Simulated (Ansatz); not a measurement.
Reaction (homolysis of the F–Si bond): `N[SiH2]S[SiH](N)F` → F• + `N[SiH]S[SiH2]N`•

Calculated with Ansatz (gas phase, PBE0-D4/def2-TZVP geometries, no zero-point term in ΔE). CCSD(T)/CBS adds triple-zeta CCSD(T) − MP2 to the extrapolated MP2 energy (def2 sets, frozen cores). This one scheme is used for every species, atoms too. Functionals use def2-TZVPP. B3LYP here is the variant with VWN-RPA as its local correlation; programs differ in this. No spin–orbit coupling; open shells (•) take unrestricted orbitals. Spin–orbit coupling would lower the free atoms: a little for F. One conformer a species, not always the lowest.

```tsv
level	ΔE (eV)	difference from CCSD(T)/CBS
PBE-D4	6.72	-0.24
r2SCAN-D4	6.70	-0.26
PBE0-D4	6.60	-0.36
B3LYP-D4	6.67	-0.29
ωB97X-V	6.86	-0.10
ωB97M-V	6.92	-0.04
PBE	6.69	-0.27
r2SCAN	6.69	-0.27
PBE0	6.57	-0.39
B3LYP	6.62	-0.34
SCS-MP2/def2-TZVPP	6.96	0.00
CCSD/def2-TZVPP	6.67	-0.29
CCSD(T)/def2-TZVPP	6.75	-0.21
SCS-MP2/def2-QZVPP	7.09	0.13
HF/CBS(def2)	5.31	-1.65
CCSD/CBS(def2)	6.88	-0.08
CCSD(T)/CBS	6.96	0
```

Largest T1 diagnostic among the species: 0.014.

From PBE to PBE0 (25 % exact exchange), in def2-TZVPP and without D4, ΔE moves by −0.11 eV: exact exchange takes away binding that semilocal exchange gives to molecules. The D4 term adds +0.05 eV with B3LYP and +0.03 eV with PBE0; it sums over pairs of atoms, weighted by their polarisabilities, and B3LYP, whose exchange is more repulsive, gets the larger term.

CCSD(T)/CBS has its own doubt, a few kJ/mol and more with outer-core shells, so smaller differences from it don't rank the levels.
